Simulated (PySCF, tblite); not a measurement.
Calculations on `[O]C1=C(O)C=C(F)S1` [radical], in the order of a workflow; each names the level of the geometry that it ran on. Settings lines and outputs come from a driver script.

C4H2FO2S (doublet state).
SMILES with atom numbers: `[O:1][c:2]1[s:3][c:4]([F:5])[cH:6][c:7]1[OH:8]` (hydrogens: H9 on C6; H10 on O8)

Step 1: GFN2-xTB geometry optimisation, gas phase (tblite 0.8.0) (from a force-field or distance-geometry start)
```json
{"job": {"kind": "relax", "xc": "GFN2-xTB", "basis": "xTB"}, "charge": 0, "multiplicity": 2}
```
```
step      E/eV     max force
  0    -697.49298    2.971
  1    -697.69984    1.415
  2    -697.75759    0.719
...
 18    -697.81389    0.018
 19    -697.81392    0.016
 20    -697.81394    0.016
 21    -697.81395    0.016
 22    -697.81396    0.009
```

Energy lowered by 7.4 kcal/mol over 22 steps; largest atomic force 0.009 eV/Å at the end. «max force» is the largest atomic force in eV/Å.

Step 2: GFN2-xTB harmonic vibrations, gas phase (tblite 0.8.0) (on the GFN2-xTB geometry)
```json
{"job": {"kind": "ir", "xc": "GFN2-xTB", "basis": "xTB"}, "charge": 0, "multiplicity": 2}
```
```
(table of modes left out)
```

24 modes from 129 to 3394 cm⁻¹ (unscaled, harmonic); zero-point energy 33.4 kcal/mol; all wavenumbers are real at this level.

Step 3: UKS B3LYP, pcH-1 on C F H O S, non-relativistic, mean-field spin-orbit, GIAO (PySCF 2.14.0) (on the GFN2-xTB geometry)
```json
{"job": {"kind": "epr", "basis": "pcH-1"}, "charge": 0, "multiplicity": 2}
```
```
...
E = -802.08778949 Eh   <S^2> = 0.7668 (exact 0.7500)
g shifts (ppm)      1          2          3
  rmc          -249       -249       -249
  gc             -6         45         52
  oz_so        -118       2531       3781
  total        -373       2327       3585
hyperfine (MHz)  atom isotope    a_iso     a_fc   dipolar eigenvalues
    0   17O     -20.86     -20.74    -88.23     43.01     45.22
    1   13C     -16.59     -16.50     -9.19     -4.53     13.71
    2   33S      -3.53      -3.54     -1.16     -0.20      1.35
    3   13C      44.64      44.55    -36.19    -35.39     71.58
    4   19F      67.91      67.63   -124.85   -105.23    230.07
    5   13C     -29.97     -29.97    -16.56      7.80      8.75
    6   13C      27.85      27.91    -32.74    -31.41     64.15
    7   17O     -12.49     -12.51    -41.80     20.46     21.34
    8    1H       6.05       6.04     -3.58      0.43      3.15
    9    1H      -8.16      -8.18     -6.64     -4.75     11.40
```

⟨S²⟩ 0.767; g_iso 2.0042. rmc, gc and oz_so are the mass-correction, gauge-correction and orbital-Zeeman/spin–orbit parts of the g shift along its three principal axes; a_iso is the isotropic hyperfine coupling and a_fc its Fermi-contact part. The log counts atoms from 0, this text from 1.

Problem. Which step took the most CPU time, and about what did each take on one thread of an Arm Neoverse V2, shared host?

Solution. Step 3, about 99 % of the total. CPU time by step: 1: under 0.1 s, 2: 0.21 s, 3: 46 s.

Geometry of the electronic-property runs (GFN2-xTB):
```
atom  x, y, z in Å
O1    -2.0434    1.0771   -0.7919
C2    -0.9189    0.7686   -0.4618
S3     0.5276    1.8610   -0.5844
C4     1.5163    0.6061    0.0668
F5     2.8116    0.8136    0.2403
C6     0.8713   -0.5680    0.3735
C7    -0.4862   -0.4946    0.0857
O8    -1.3773   -1.4719    0.2739
H9     1.3598   -1.4316    0.7842
H10   -2.2520   -1.1556   -0.0089
```

 (This holds for the electronic-property runs.)

One conformer stands for the species.
